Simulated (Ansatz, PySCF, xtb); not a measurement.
Energy difference R1 + R2 → P1, each structure at its B3LYP-D3(BJ)/def2-TZVP stationary point, reached from a drawn start (curvature not checked).
R1: H2 (SMILES [H][H]), charge 0, multiplicity 1.
R2, SiH2 (SMILES [SiH2]) (charge 0, multiplicity 1):
```tsv
atom	x (Å)	y (Å)	z (Å)
Si	0.0000	-0.7086	0.0000
H	1.0912	0.3543	0.0000
H	-1.0912	0.3543	0.0000
```
P1: SiH4 (SMILES [SiH4]), charge 0, multiplicity 1.

P less R. No zero-point or thermal terms.

Correlated levels freeze the cores. CBS: X⁻³ extrapolation of the correlation energy, Hartree–Fock from the larger set.

The values were computed with Ansatz (Gaussian basis) for Hartree–Fock, density functionals and correlated methods; PySCF for the D3/D4 terms; xtb for the GFN methods. All values are computed, each at the level named.

The comparison value is -61.84 kcal/mol (CCSD(T)/CBS(cc-pV(T+d)Z, cc-pV(Q+d)Z)). It is a level with limits of its own, not the exact answer.

Question: Order these levels by how close they come to the comparison value for the reaction energy, closest first: HF/cc-pV(T+d)Z, BLYP-D3(BJ)/def2-TZVPP, r2SCAN-D4/def2-TZVPP, GFN1-xTB, PBE0/def2-TZVPP. Give each level's value less the comparison value.

Answer: HF/cc-pV(T+d)Z (-0.24 kcal/mol), PBE0/def2-TZVPP (-1.95 kcal/mol), r2SCAN-D4/def2-TZVPP (-3.74 kcal/mol), BLYP-D3(BJ)/def2-TZVPP (4.10 kcal/mol), GFN1-xTB (-27.70 kcal/mol)

Ansatz is an electronic-structure program.
